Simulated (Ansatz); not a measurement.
Frontier orbitals of `[NH2][Cd][F]`.

Cartesian coordinates in Å:
```
N 0.606 0.664 0.548
Cd -0.285 -0.769 -0.521
F -1.007 -2.233 -1.561
H 0.530 1.562 0.083
H 0.155 0.776 1.450
```

The species carries charge 0 and has multiplicity 1. Correlated methods include outer-core shells of Cd, which these sets cover unevenly. Cd takes the def2 core potential. The geometry is a stationary point of PBE0-D4/def2-TZVP. It is one conformer, not always the lowest. Basis def2-TZVPP, Ansatz 0.2.0.

(1) Compute the vertical ionisation energy as the energy of the cation minus that of the neutral molecule, at each level. (An estimate is asked.)

Results:

(1) The calculation gave: 
```csv
level,IE (eV),difference from CCSD(T)/def2-TZVPP
PBE-D4/def2-TZVPP,9.77,-0.01
r2SCAN-D4/def2-TZVPP,9.70,-0.08
PBE0-D4/def2-TZVPP,9.79,0.01
B3LYP-D4/def2-TZVPP,9.93,0.15
ωB97X-V/def2-TZVPP,9.83,0.05
ωB97M-V/def2-TZVPP,9.85,0.07
B2PLYP/def2-TZVPP,9.86,0.08
HF/def2-TZVPP,8.17,-1.61
MP2/def2-TZVPP,10.02,0.24
CCSD/def2-TZVPP,9.67,-0.11
CCSD(T)/def2-TZVPP,9.78,0.00
HF/def2-QZVPP,8.17,-1.61
MP2/def2-QZVPP,10.17,0.39
```

B3LYP here is the variant with VWN-RPA as its local correlation; programs differ in this.
